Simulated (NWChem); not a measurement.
# Correlation energy of Zn

```xyz
1

Zn     0.0000     0.0000     0.0000
```
Charge 0, spin multiplicity 1.

All runs are NWChem calculations.

Basis set: def2-QZVP. Each correlation energy counts from its own Hartree-Fock reference.

```json
[
 {"method": "MP2", "correlation energy (mHa)": "-510.5", "difference from CCSD(T)": "-25.3"},
 {"method": "SCS-MP2", "correlation energy (mHa)": "-454.5", "difference from CCSD(T)": "+30.7"},
 {"method": "CR-CCSD[T]", "correlation energy (mHa)": "-483.4", "difference from CCSD(T)": "+1.8"},
 {"method": "CR-CCSD(T)", "correlation energy (mHa)": "-482.2", "difference from CCSD(T)": "+3.0"},
 {"method": "CCSD", "correlation energy (mHa)": "-469.0", "difference from CCSD(T)": "+16.1"},
 {"method": "CCSD+T(CCSD)", "correlation energy (mHa)": "-486.7", "difference from CCSD(T)": "-1.5"},
 {"method": "CCSD(T)", "correlation energy (mHa)": "-485.2", "difference from CCSD(T)": "0.0"}
]
```

The values span 56.0 mHa, from MP2 (lowest) to SCS-MP2 (highest). 

The correlated methods keep 9 core orbitals frozen. Coupled-cluster values serve here as a point of comparison, not as the truth.
